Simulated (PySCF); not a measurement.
B3LYP has the VWN-RPA correlation part, as in Gaussian. 

C₃H₆Si, SMILES `[SiH2]1C(C1)=C` (charge 0, multiplicity 1)

Level of theory: B3LYP-D3(BJ)/def2-TZVP in PySCF 2.14.0.

```json
{
 "HOMO": "-7.10 eV",
 "dipole_moment": "0.21 D",
 "HOMO–LUMO gap": "6.35 eV",
 "LUMO": "-0.76 eV",
 "total_energy": "-407.4317 Ha",
 "cost": "around 40 core-seconds (rough)"
}
```

Bond lengths (Å): C1–C2 1.321, C1–H5 1.084, C1–H6 1.087, C2–C3 1.515, C2–Si4 1.819, C3–Si4 1.874, C3–H7 1.088, C3–H8 1.088, Si4–H9 1.475, Si4–H10 1.475. Bond angles (°): C2–C1–H5 121.6, C2–C1–H6 121.8, H5–C1–H6 116.6, C1–C2–C3 136.5, C1–C2–Si4 155.8, C3–C2–Si4 67.7, C2–C3–Si4 63.9, C2–C3–H7 116.7, C2–C3–H8 116.6, Si4–C3–H7 119.6, Si4–C3–H8 119.5, H7–C3–H8 112.4, C2–Si4–C3 48.4, C2–Si4–H9 120.3, C2–Si4–H10 120.3, C3–Si4–H9 119.5, C3–Si4–H10 119.5, H9–Si4–H10 113.7.
Charge 0, spin multiplicity 1.
